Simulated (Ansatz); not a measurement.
System: sum formula InCl₂F, charge 0, multiplicity 1. SMILES: [Cl][In]([F])[Cl]
Geometry: optimised at B3LYP-D3(BJ)/def2-TZVP (Ansatz, a program for electronic structure).

Wanted: vertical electron affinity (to the doublet state of charge -1; a negative value means that the extra electron is unbound and the number depends on the basis; each state is the SCF solution reached for its spin; for the doublet the Hartree-Fock reference is unstable and T1 is 0.012), in eV. Valence correlation only, unless marked. UHF or UKS for open shells. No spin-orbit coupling. The frozen core is the preceding noble-gas configuration, with the filled d and f shells of earlier blocks. In def2 rows, elements after Kr have scalar-relativistic effective core potentials. Anions need diffuse functions: def2-D sets add few. Basis-set limits of correlation are two-point, X^-3; Hartree-Fock from the larger set. The bracket is a focal-point correction in the basis named.

| level | program | vertical electron affinity (eV) |
|---|---|---|
| HF/def2-SVPD | Ansatz | 0.55 |
| HF/def2-TZVPPD | Ansatz | 0.46 |
| PBE/def2-TZVPD | Ansatz | 1.53 |
| PBE0/def2-TZVPD | Ansatz | 1.45 |
| wB97X/def2-TZVPD | Ansatz | 1.32 |
| B2PLYP/def2-TZVPD | Ansatz | 1.31 |
| MP2/def2-SVPD | Ansatz | 0.99 |
| MP2/def2-TZVPPD | Ansatz | 1.01 |
| RI-MP2/CBS(def2-TZVPPD,def2-QZVPPD) | Ansatz | 1.06 |
| CCSD/def2-SVPD | Ansatz | 0.98 |
| CCSD/def2-QZVPPD | Ansatz | 1.00 |
| CCSD(T)/def2-SVPD | Ansatz | 1.02 |
| RI-MP2/CBS(def2-TZVPPD,def2-QZVPPD)+[CCSD(T)-MP2]/def2-SVPD | Ansatz | 1.09 |
| RI-MP2/CBS(def2-TZVPPD,def2-QZVPPD)+[CCSD(T)-MP2]/def2-TZVPPD | Ansatz | 1.08 |
